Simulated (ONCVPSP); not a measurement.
**Scattering properties, ONCV potential for Be**

- Element: beryllium
- Generator: ONCVPSP 4.0.1
- Type: optimised norm-conserving Vanderbilt (ONCV)
- Functional: BLYP
- Relativity: scalar-relativistic
- Frozen core: none
- Valence charge: 4
- Reference configuration: 1s2 2s0.5 (charge +1.5)
- Partial waves: 1s+2s: rc 0.80 bohr, ncon 3, nbas 7, qcut 14.2 1/bohr, 2 projectors; p scattering state at 0.43 Ha: rc 0.85 bohr, ncon 4, nbas 8, qcut 7.7 1/bohr, 2 projectors, debl 1.3 Ha; d scattering state at 0.07 Ha: rc 0.85 bohr, ncon 3, nbas 7, qcut 10 1/bohr, 2 projectors, debl 3.6 Ha
- Local potential: polynomial inside 0.80 bohr (lpopt 4, dvloc0 6 Ha)
- Core correction: none

The phase is arctan(r·R′/R) of the radial function R(r), unwrapped; energies in Ha, scanned from -6 to 5 Ha. A pole is an energy at which the radial function vanishes at the test radius. The pseudo phase is shifted by a multiple of π to meet the all-electron one at the reference energy, and phase errors are pseudo minus all-electron; the curves can meet again beyond the range given. Levels narrower than the energy grid can be missing from the lists of poles.

Task: For each channel, where are the poles, and over which energies does the pseudopotential scatter like the atom?

Result:

```json
{"channel": "s", "radius (bohr)": "0.81", "reference energy (Ha)": "-0.66", "poles, all-electron": "-3.51", "poles, pseudo": "-3.51", "unbroken range about the reference energy with phases within 0.05 rad": "the whole range", "phase error 1 Ha above the reference energy (rad)": "+0.000"}
{"channel": "p", "radius (bohr)": "0.86", "reference energy (Ha)": "0.43", "poles, all-electron": "none", "poles, pseudo": "none", "unbroken range about the reference energy with phases within 0.05 rad": "the whole range", "phase error 1 Ha above the reference energy (rad)": "+0.000"}
{"channel": "d", "radius (bohr)": "0.86", "reference energy (Ha)": "0.07", "poles, all-electron": "none", "poles, pseudo": "none", "unbroken range about the reference energy with phases within 0.05 rad": "the whole range", "phase error 1 Ha above the reference energy (rad)": "-0.000"}
```

Phases in the d channel:

```
E (Ha)  all-electron  pseudo
 -5.96         1.202   1.202
 -5.40         1.187   1.187
 -4.84         1.171   1.171
 -4.28         1.153   1.153
 -3.72         1.132   1.132
 -3.16         1.110   1.110
 -2.60         1.084   1.084
 -2.04         1.054   1.054
 -1.48         1.020   1.020
 -0.92         0.981   0.981
 -0.36         0.934   0.934
  0.20         0.879   0.879
  0.76         0.813   0.813
  1.32         0.733   0.733
  1.88         0.634   0.634
  2.44         0.514   0.514
  3.00         0.367   0.367
  3.56         0.194   0.194
  4.12        -0.002  -0.002
  4.68        -0.208  -0.208
```
